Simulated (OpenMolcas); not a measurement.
# Be+: CASPT2 settings compared

* Program: OpenMolcas
* Basis: ANO-RCC-VQZP [5s4p3d2f1g]
* Scalar Hamiltonian: DKH2, point nucleus
* Active space: 1 electron in 4 orbitals (2s 2p)
* State averaging: 2S+1 = 2 even, 1 root; 2S+1 = 2 odd, 3 roots
* Spin-orbit coupling: RASSI with atomic mean-field integrals over the reference wave functions, term energies averaged over their components

Methods on the same reference wave functions:
A. CASSCF
B. SS-CASPT2, IPEA 0.3 Eh, imaginary shift 0.2 Eh (closed shells correlated: 1s)
C. SS-CASPT2, IPEA 0.5 Eh, imaginary shift 0.3 Eh (closed shells correlated: 1s)
D. SS-CASPT2, IPEA 0.2 Eh, real shift 0.3 Eh (closed shells correlated: 1s)

Energies in cm⁻¹ above 2s ²S_1/2, the measured ground level; measured values from NIST Handbook of Basic Atomic Spectroscopic Data.

```tsv
Level	A	B	C	D	Measured
2s ²S_1/2	0.0	0.0	0.0	0.0	0.0
2p ²P°_1/2	32399	32228	32228	32228	31929
2p ²P°_3/2	32404	32233	32233	32233	31935
```

Deviations, from unrounded energies. A percentage is the sum of absolute deviations over the sum of measured energies, with the sign that they share, or ± where signs differ.

```json
{"Against measurement": "mean absolute deviation (cm-1)", "Levels": "2", "A": "470", "B": "300", "C": "300", "D": "300"}
{"Against measurement": "other configurations (%)", "Levels": "2", "A": "+1.5", "B": "+0.9", "C": "+0.9", "D": "+0.9"}
```

B, C, D lie about equally close to measurement and A furthest from it. The largest miss of B in the table is 2p ²P°_1/2, by +300 cm-1. The ranking rests on the paired levels alone, and a cruder setting can come out closer through cancelling errors.

Among B to D no level of the table moves by more than 5 cm-1.

The lowest spin-free term lies below A's lowest term by 0.039 hartree in B, 0.039 hartree in C, 0.039 hartree in D.

ANO sets are built for ground and valence states and can reach diffuse excited orbitals poorly. With one active electron the reference holds no correlation, so core polarisation is missing (holds for A). With one active electron, CASPT2 adds the correlation within the correlated inactive shells and between them and that electron, and leaves the splitting within a term as the reference gives it (holds for B; C; D). Computed and measured levels are paired by configuration, term and J; levels that our copy of the source lacks, or whose pairing is in doubt (as where it misses far off the trend of its configuration), stay unpaired and out of the deviations. Levels of configurations outside the active space are missing.

° marks odd parity.
